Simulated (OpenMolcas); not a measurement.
Systems:
- [NiF6]4-, a model complex in vacuum: octahedral, Ni–F 2.02 Å; shape imposed, not necessarily the one it adopts

Method: state-averaged CASSCF on the open d shell with SC-NEVPT2, ANO basis sets as named, scalar-relativistic DKH2, RICD, in OpenMolcas. State energies are spin-free and vertical. Orbital splittings and repulsion parameters are fits to the integrals of the highest spin's CASSCF orbitals. J levels and χT include spin-orbit coupling (RASSI on CASSCF energies). Times are rough, from shared cores.

| case | ground state | first state of the same spin (cm⁻¹) | first state of another spin (cm⁻¹) | d-orbital splitting (cm⁻¹) | Racah B (cm⁻¹) | χT at 300 K (cm³ K/mol) | basis functions | relative time |
|---|---|---|---|---|---|---|---|---|
| ANO-RCC-VDZP | ³A₂g | ³T₂g 7330 | ¹Eg(1) 15470 | 5770 | 1277 | 1.53 | 118 | 4 |
| ANO-RCC-MB | ³A₂g | ³T₂g 9290 | ¹Eg(1) 14720 | 8960 | 1171 | 1.32 | 48 | 1 |
| ANO-RCC-VDZ | ³A₂g | ³T₂g 7360 | ¹Eg(1) 15310 | 5770 | 1278 | 1.53 | 81 | 1 |
| ANO-RCC-VTZP | ³A₂g | ³T₂g 7150 | ¹Eg(1) 14940 | 5630 | 1292 | 1.53 | 239 | 40 |

The minimal active space holds the metal's open shell only. All energies are vertical, at one fixed geometry that need not be a minimum. Gaps under about 300 cm⁻¹ between spin-free states are not resolved by the perturbation step. Anions stand alone here, with no counter-ions or solvent.
